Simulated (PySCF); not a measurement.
A calculated (TPSS, PySCF 2.14, x2c-TZVPall, scalar relativity by spin-free X2C-1e) atom or ion has these occupied shells.

```tsv
shell	electrons	orbital energy (eV)	rms radius, mean of both spins (bohr)
1s α	1	-21929.1	0.0384
1s β	1	-21929.1	0.0384
2s α	1	-3154.5	0.158
2s β	1	-3154.2	0.158
2p α	3	-2824.5	0.140
2p β	3	-2824.2	0.140
3s α	1	-557.05	0.430
3s β	1	-556.87	0.430
3p α	3	-448.14	0.434
3p β	3	-447.92	0.434
3d α	5	-272.91	0.421
3d β	5	-272.54	0.421
4s α	1	-77.435	1.09
4s β	1	-75.469	1.09
4p α	3	-47.442	1.21
4p β	3	-45.242	1.21
4d α	5	-5.910	1.90
5s α	1	-4.652	3.52
4d β	2	-4.290	1.90
```

(1) Name the element and its charge.

Answers

(1) Ru (ruthenium, neutral), in [Kr] 4d7 5s1, high-spin 5F determinant.
